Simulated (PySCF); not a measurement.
Pd⁺ (palladium, charge +1) across methods

[Kr] 4d8 5s1, high-spin 4F determinant (an excited configuration). All numbers are calculated (PySCF 2.14, scalar relativity by spin-free X2C-1e, in x2c-QZVPPall).

| method | E (hartree) | mean ε 4d α (eV) | mean ε 4d β (eV) | mean ε 5s α (eV) | Σ⟨r²⟩ (bohr²) | ⟨S²⟩ |
| --- | --- | --- | --- | --- | --- | --- |
| PBE | -5044.51 | -18.677 | -17.218 | -13.025 | 39.97 | 3.751 |
| r2SCAN | -5044.92 | -19.113 | -17.541 | -13.257 | 39.71 | 3.752 |
| PBE0 | -5044.58 | -20.664 | -19.102 | -13.730 | 39.83 | 3.751 |
| UHF | -5042.48591 | -25.754 | -23.819 | -15.248 | 40.14 | 3.754 |

(1) Estimate the same row for LDA.

## Answers

(1) E (hartree) = -5039.56; mean ε 4d α (eV) = -18.838; mean ε 4d β (eV) = -17.365; mean ε 5s α (eV) = -13.329; Σ⟨r²⟩ (bohr²) = 39.90; ⟨S²⟩ = 3.750.
